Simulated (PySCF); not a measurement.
Method: PBE-D3(BJ)/def2-TZVP // PBE-D3(BJ)/def2-SVP in PySCF. All species are isolated molecules in the gas phase. Excitations are Tamm–Dancoff values on a coarser integration grid. The basis has no diffuse functions, so Rydberg states are missing or too high.

Reference species (SMILES): `c1cccc2c1csc2` (neutral, multiplicity 1).

```yaml
brightest of the four lowest singlets (TDA): 3.64 eV
HOMO: -5.01 eV
S1 excitation (TDA): 3.64 eV
```

Changed species: `c1ccc2cocc2c1` (E = O; the reference has E = S).

### Question
What does the change do to the brightest of the four lowest singlets (TDA), HOMO and S1 excitation (TDA)?

### Answer
the brightest of the four lowest singlets (TDA) goes up by 0.06 eV, to 3.70 eV; the HOMO increases by 0.12 eV, to -4.89 eV; the S1 excitation (TDA) rises by 0.06 eV, to 3.70 eV.
